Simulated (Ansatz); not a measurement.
AlGeH4Si: where a starting geometry ends

The starting geometry of this gas-phase doublet was optimised with GFN2-xTB; its bonds are those of `[AlH][Ge][SiH3]`.

```xyz
7

Al    0.8645   -1.1551   -0.7420
Ge    1.8953    0.0644   -2.4658
Si    1.7193    1.8487   -0.8473
H     0.1519   -2.0514    0.4104
H     0.3543    2.2150   -0.4005
H     2.4409    1.6626    0.4348
H     2.2629    3.1179   -1.3656
```

Predict what becomes of its bonds when it is optimised with PBE0-D3(BJ)/def2-SVP.

A new bond forms, giving a structure given below by its coordinates. Contacts that close: Al1–Si3 (3.12 → 2.63 Å).

The energy falls by 0.23 eV over 21 steps:

```csv
step,E − E(last) (eV)
1,0.229
3,0.170
5,0.166
8,0.163
10,0.159
12,0.134
14,0.072
17,0.005
19,0.000
21,0.000
```

Final geometry (Å):

```
atom    x (Å)    y (Å)    z (Å)
  Al   0.7492  -0.7081  -0.8630
  Ge   2.5392  -0.1587  -2.3763
  Si   1.9081   1.6488  -0.8043
   H  -0.4383  -1.1448   0.1032
   H   0.7374   1.1425   0.1094
   H   2.9102   2.0413   0.2370
   H   1.2833   2.8811  -1.3821
```

Frequencies at the end are all real (lowest 211 cm⁻¹). Open shells are spin-unrestricted. Run with Ansatz 0.2.0, 73 s on 2 threads of Arm Neoverse V2 (shared host).
